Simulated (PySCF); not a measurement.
# Spinor energies of Gd⁶³⁺ (gadolinium, charge +63)

Start: 1s1; 1s1/2 filled at m_j = +1/2. Calculated with PySCF 2.14 in an even-tempered Gaussian basis (15 s from 190 bohr⁻², ratio 2.4; 11 p from 240 bohr⁻², ratio 2.4; 3 d from 740 bohr⁻², ratio 2.6; 3 f from 1100 bohr⁻², ratio 2.6): generalised Hartree-Fock with the X2C-1e Hamiltonian and a Gaussian nucleus; one run each with spin-orbit coupling (SO) switched off, then screened by Boettger's factors, then bare.

```json
{"spinor shell": "1s1/2", "electrons": "1", "ε, spin-free (eV)": "-59142.7", "ε, screened SO (eV)": "-59142.7", "ε, bare SO (eV)": "-59142.7", "weight of nominal j (screened SO)": "1.000", "rms radius, screened SO (bohr)": "0.0246"}
```

```
   quantity    spin-free  screened SO      bare SO
E (hartree)  -2173.45230  -2173.45230  -2173.45230
        M_J          1/2          1/2          1/2
       ⟨J²⟩        0.750        0.750        0.750
       ⟨L²⟩        0.000        0.000        0.000
       ⟨S²⟩        0.750        0.750        0.750
```

Breit and QED terms are absent; they matter most for the inner s and p1/2 levels.

Densities and radii are taken from the X2C orbitals without a picture-change correction, which distorts them close to the nucleus.

Without spin-orbit coupling the j labels of p, d and f shells carry no meaning; the spin-free column gives the mean over the occupied spinors of each nl shell.
